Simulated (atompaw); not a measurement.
# Reading a pseudo-wave (arsenic)

Columns: radius, all-electron u(r) and pseudo u(r) of the 3s shell (level -189.50 eV) of arsenic in the configuration [Ne] 3s2 3p6 3d10 4s2 4p3; LDA (PW92), scalar-relativistic, PAW (atompaw) scheme, atompaw 4.2.0.5.

```csv
r (bohr),all-electron,pseudo
0.052,0.1175,0.2809
0.104,-0.6337,0.5514
0.156,-0.7536,0.8016
0.208,-0.3992,1.0228
0.260,0.1253,1.2078
0.312,0.6251,1.3516
0.363,1.0069,1.4498
0.415,1.2653,1.5060
0.467,1.4035,1.5194
0.519,1.4464,1.4942
0.571,1.4203,1.4358
0.623,1.3484,1.3514
0.675,1.2487,1.2484
0.727,1.1350,1.1345
0.779,1.0167,1.0166
0.831,0.9004,0.9004
0.883,0.7899,0.7899
0.935,0.6878,0.6878
0.987,0.5951,0.5951
1.038,0.5136,0.5136
1.090,0.4400,0.4400
1.142,0.3755,0.3755
1.194,0.3194,0.3194
1.246,0.2709,0.2709
1.298,0.2292,0.2292
1.350,0.1935,0.1935
```

How many radial nodes do the two functions have?

The all-electron 3s function has n − l − 1 = 2; the pseudo-wave has 0, since the states of the same l below it are removed with the core.

Is the pseudo-wave norm-conserving?

No, it belongs to a PAW set: the norm inside the radius is not constrained, and the difference is carried by the augmentation charge.
